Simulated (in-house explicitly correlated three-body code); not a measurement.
Computed with an exponentially correlated three-body code. Model: two electrons around a point charge, non-relativistic, variational in 260 exponentially correlated functions (energies converged to about 1e-7 hartree, or 1e-8 relative for large Z).

For this charge the correlation energy is taken as exact minus Hartree-Fock, from which it differs by microhartrees, and the kinetic parts follow from it.

For two electrons in a singlet the Kohn-Sham orbital is the square root of half the density, so the exact Kohn-Sham potential and energy parts follow from the density alone, and exchange is minus half the Hartree energy. The Kohn-Sham level equals minus the binding energy of the second electron.

Command:
```bash
python run_hyl.py task.json out
```
Settings (lengths in bohr, energies in hartree):
```
Z                      8.8
interaction_strength   1
functions              260
states_tried           13
```

Time taken, with all properties: 56 s on 1 thread of Intel(R) Xeon(R) Platinum 8175M CPU @ 2.50GHz (Skylake/Cascade Lake), on a shared host.

**Those bound S and P states to n = 4 that converged, binding against the one-electron ion.**

Given: nuclear charge 8.8.

Computed: one-electron threshold -38.72 hartree.

```csv
term,energy (hartree),binding (eV),quantum defect
1 1S,-72.096691,908.23,0.04532
2 3S,-46.7942385,219.71,0.058985
2 3P,?,?,?
2 1S,-46.4734029,210.98,0.019233
2 1P,?,?,?
3 3S,-42.230072,95.514,0.05611
3 3P,-42.1467112,93.246,0.020517
3 1S,-42.1452419,93.206,0.019878
3 1P,-42.0854008,91.577,-0.0065
4 3S,-40.6748532,53.194,0.055222
4 3P,-40.6406948,52.265,0.020299
4 1S,-40.640499,52.259,0.020096
4 1P,-40.615465,51.578,-0.0060994
```

(1) What belongs in the row 2 3P?

(2) What belongs in the row 2 1P?

**Converged states only, values per electron or pair.**

```csv
term,mean r (bohr),mean r squared (bohr²),mean inverse r (1/bohr),mean r12 (bohr),mean inverse r12 (1/bohr),mean cosine,mean p1 dot p2 (bohr⁻²),delta r1 (bohr⁻³),delta r12 (bohr⁻³)
1 1S,0.17808,0.042526,8.4876,0.26253,5.1876,-0.015088,1.0574,200.96,21.624
2 3S,0.44931,0.32821,5.406,0.75652,1.5571,-0.0050577,0.080007,119.5,-
2 3P,0.3979,0.2543,5.387,0.66507,1.8342,-0.071966,-4.8114,107.57,-
2 1S,?,?,?,?,?,?,?,?,?
2 1P,0.40841,0.26998,5.3702,0.661,1.9819,0.049978,4.6124,108.66,0.99226
3 3S,0.91965,1.6003,4.842,1.6808,0.75928,-0.001685,0.023497,111.64,-
3 3P,?,?,?,?,?,?,?,?,-
3 1S,0.93906,1.6759,4.8363,1.7176,0.82755,-0.0024788,0.029145,111.49,1.088
3 1P,0.88988,1.5115,4.8322,1.6182,0.87619,0.012095,1.16,108.49,0.32168
4 3S,1.5823,5.0613,4.6473,3.0007,0.44356,-0.00073197,0.0098423,109.78,-
4 3P,1.5442,4.8484,4.6452,2.9255,0.47332,-0.0068693,-0.43776,108.37,-
4 1S,1.6081,5.2386,4.645,3.0516,0.47113,-0.0010688,0.012537,109.73,0.45487
4 1P,1.5639,4.9802,4.6433,2.9629,0.49147,0.0047547,0.46276,108.47,0.13939
```

(3) What belongs in the row 2 1S?

(4) What belongs in the row 3 3P?

**Electric-dipole lines between converged S and P states, rate of the upper state's decay.**

| s state | p state | p minus s (eV) | oscillator strength from s | rate (1/s) |
| --- | --- | --- | --- | --- |
| 1 1S | 2 1P | 702.86 | 0.70728 | 5.0538e+12 |
| 1 1S | 3 1P | 816.65 | 0.14755 | 1.4233e+12 |
| 1 1S | 4 1P | 856.65 | 0.055547 | 5.8959e+11 |
| 2 1S | 2 1P | 5.6124 | 0.06124 | 2.7902e+07 |
| 2 1S | 3 1P | 119.4 | 0.37931 | 7.8221e+10 |
| 2 1S | 4 1P | 159.4 | 0.094526 | 3.474e+10 |
| 3 1S | 2 1P | -112.16 | -0.055291 | 3.0183e+10 |
| 3 1S | 3 1P | 1.6284 | 0.10655 | 4.0866e+06 |
| 3 1S | 4 1P | 41.627 | 0.41381 | 1.0372e+10 |
| 4 1S | 2 1P | -153.11 | -0.012007 | 1.2213e+10 |
| 4 1S | 3 1P | ? | ? | ? |
| 4 1S | 4 1P | ? | ? | ? |
| 2 3S | 2 3P | 8.3163 | 0.085352 | 8.5381e+07 |
| 2 3S | 3 3P | 126.47 | 0.35565 | 8.2272e+10 |
| 2 3S | 4 3P | 167.45 | 0.090457 | 3.6685e+10 |
| 3 3S | 2 3P | -115.88 | -0.057483 | 3.3494e+10 |
| 3 3S | 3 3P | 2.2684 | 0.14288 | 1.0634e+07 |
| 3 3S | 4 3P | 43.249 | 0.38808 | 1.05e+10 |
| 4 3S | 2 3P | -158.2 | -0.012182 | 1.323e+10 |
| 4 3S | 3 3P | -40.051 | -0.13261 | 9.2302e+09 |
| 4 3S | 4 3P | 0.9295 | 0.19688 | 2.4603e+06 |

(5) What belongs in the row 4 1S 3 1P?

(6) What belongs in the row 4 1S 4 1P?

**Exact Kohn-Sham parts of the ground state from its density.**

Computed: total energy -72.096691 hartree; Kohn-Sham kinetic 72.052 hartree; exchange energy -5.2774 hartree; kinetic part of the DFT correlation energy 0.044272 hartree; potential part of the DFT correlation energy -0.089833 hartree; exact minus restricted Hartree-Fock -0.045562 hartree; Kohn-Sham level -908.23 eV; restricted Hartree-Fock level -908.5 eV; dipole polarisability 0.0017796 bohr³.

(7) What is the Hartree energy?

(8) What is the C6 of two such species?

Results:

(1) energy (hartree): -46.4886211; binding (eV): 211.39; quantum defect: 0.021174.

(2) energy (hartree): -46.2671494; binding (eV): 205.37; quantum defect: -0.0076506.

(3) mean r (bohr): 0.46261; mean r squared (bohr²): 0.35164; mean inverse r (1/bohr): 5.3841; mean r12 (bohr): 0.7748; mean inverse r12 (1/bohr): 1.8142; mean cosine: -0.007742; mean p1 dot p2 (bohr⁻²): 0.092544; delta r1 (bohr⁻³): 118.82; delta r12 (bohr⁻³): 3.7327.

(4) mean r (bohr): 0.87495; mean r squared (bohr²): 1.4566; mean inverse r (1/bohr): 4.8367; mean r12 (bohr): 1.5939; mean inverse r12 (1/bohr): 0.83278; mean cosine: -0.017406; mean p1 dot p2 (bohr⁻²): -1.1235; delta r1 (bohr⁻³): 108.24.

(5) p minus s (eV): -39.318; oscillator strength from s: -0.12527; rate (1/s): 8.4027e+09.

(6) p minus s (eV): 0.68121; oscillator strength from s: 0.14842; rate (1/s): 996210.

(7) 10.555 hartree.

(8) 7.1539e-05 hartree·bohr⁶.
